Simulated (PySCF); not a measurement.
# Gas-phase XPS of `BC1=CC1`, computed

C3H5B.
Geometry (PBE0-D3(BJ)/def2-SVP, Å), atoms numbered from 1 in this order:
```xyz
9
C3H5B angstrom
B      1.6947    0.1788    0.0894
C      0.1854    0.1376    0.0296
C     -1.0361    0.6070    0.1044
C     -0.9928   -0.8605    0.0543
H      2.3356    0.8359   -0.6969
H      2.2657   -0.4848    0.9239
H     -1.6529    1.4714    0.3442
H     -1.1983   -1.3865   -0.8889
H     -1.2074   -1.4612    0.9532
```

Computed with PySCF, delta-SCF UKS SCAN, pcX-2 on the ionised atom, pcseg-1 elsewhere, spin-free X2C. Vertical ΔSCF values, vacuum level as zero.

Q: List the computed XPS lines with their assignment.

A: 
| atom(s) | environment | level | binding energy (eV) | above the level's lowest (eV) | count |
| --- | --- | --- | --- | --- | --- |
| C2 | fully substituted alkene carbon | C 1s | 290.55 | 0.00 | 1 |
| C3 | alkene CH carbon | C 1s | 290.88 | +0.33 | 1 |
| C4 | allylic carbon | C 1s | 291.09 | +0.54 | 1 |

Lowest listed C 1s: C2, bonded to C (double bond), C and B. Highest, 0.54 eV above it: C4, bonded to 2 C and 2 H. The widest gap between neighbouring values is 0.33 eV, between 290.55 and 290.88 eV. Summing the Pauling electronegativity differences to the bonded atoms, each weighted by its formal bond order, gives -0.51 for the lowest site and -0.70 for the highest; the largest sum, -0.35, belongs to C3, 0.21 eV below the top. The smallest sum, -0.70, belongs to C4, 0.54 eV above the lowest.

Q: What is the longest wavelength that can ionise C 1s of C3 vertically?

A: λ = hc/E = 12398.42 eV Å / 290.88 eV = 42.624 Å.

Not every level is listed. No level of boron is listed. Geometry: PBE0-D3(BJ)/def2-SVP, one conformer, isolated molecule.

On one thread of an Arm Neoverse V1, no GPU, shared host, this took 17 s wall.
